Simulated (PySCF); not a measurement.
First SCF of a structure search on singlet BeBr₂, at a hand-made bent geometry. PySCF input:

```python
from pyscf import gto, scf, dft
mol = gto.M(atom='''
Be     0.000000     0.000000     0.000000
Br     1.769400     0.000000     1.238900
Br    -1.769400     0.000000     1.238900''',
    basis={'Be': 'def2-TZVP', 'Br': 'def2-TZVP'},
    charge=0, spin=0)
mf = dft.RKS(mol, xc='PBE')
mf.grids.atom_grid = (50, 194)
aux = {'Be': 'def2-universal-JKFIT', 'Br': 'def2-universal-JKFIT'}
mf = mf.density_fit(auxbasis=aux)
mf.conv_tol = 1e-08
mf.diis_space = 10
mf.max_cycle = 60
mf.init_guess = 'minao'
mf.verbose = 4
mf.kernel()
```

Excerpt of the output (cycles and frontier levels):

```
init E= -5160.30542618874
  HOMO = -0.288535012960144  LUMO = -0.131291440917144  gap/eV = 4.27882
cycle= 1 E= -5162.29360582841  delta_E= -1.99  |g|= 0.511  |ddm|= 1.82
  HOMO = -0.208870223392297  LUMO = -0.173369629494993  gap/eV = 0.96602
cycle= 2 E= -5162.17744552208  delta_E= 0.116  |g|= 0.636  |ddm|= 1.07
  HOMO = -0.258331840963336  LUMO = -0.126476528739031  gap/eV = 3.58797
cycle= 3 E= -5162.29435372768  delta_E= -0.117  |g|= 0.373  |ddm|= 0.997
  HOMO = -0.243642927396321  LUMO = -0.14903397251539  gap/eV = 2.57444
cycle= 4 E= -5162.33344643215  delta_E= -0.0391  |g|= 0.0236  |ddm|= 0.334
  HOMO = -0.24347168021492  LUMO = -0.154060844075762  gap/eV = 2.43299
cycle= 5 E= -5162.3335776317  delta_E= -0.000131  |g|= 0.0132  |ddm|= 0.0373
  HOMO = -0.244787566463374  LUMO = -0.154660627488592  gap/eV = 2.45248
cycle= 6 E= -5162.33362622822  delta_E= -4.86e-05  |g|= 0.00461  |ddm|= 0.0118
  HOMO = -0.244715305553457  LUMO = -0.15429807034062  gap/eV = 2.46038
cycle= 7 E= -5162.33363490947  delta_E= -8.68e-06  |g|= 0.00073  |ddm|= 0.00515
  HOMO = -0.24479237679974  LUMO = -0.154325387021923  gap/eV = 2.46173
cycle= 8 E= -5162.33363508911  delta_E= -1.8e-07  |g|= 0.000158  |ddm|= 0.000673
  HOMO = -0.244808476408114  LUMO = -0.154330165535142  gap/eV = 2.46204
cycle= 9 E= -5162.33363509622  delta_E= -7.11e-09  |g|= 4.1e-05  |ddm|= 0.000179
  HOMO = -0.244803208724095  LUMO = -0.15432066709687  gap/eV = 2.46216
Extra cycle  E= -5162.33363509552  delta_E= 7.04e-10  |g|= 5.9e-05  |ddm|= 9.59e-05
converged SCF energy = -5162.33363509552
```

No lower solution of this spin was found by a stability analysis within the restricted form, which does not test spin polarisation.

The search for the lowest solution, with the stability check, took 6.6 s on 4 threads of a shared Arm Neoverse V2 host, with 115 basis functions; the process peaked at 0.29 GiB. Launch command: `OMP_NUM_THREADS=4 python axn.py task.json out`.
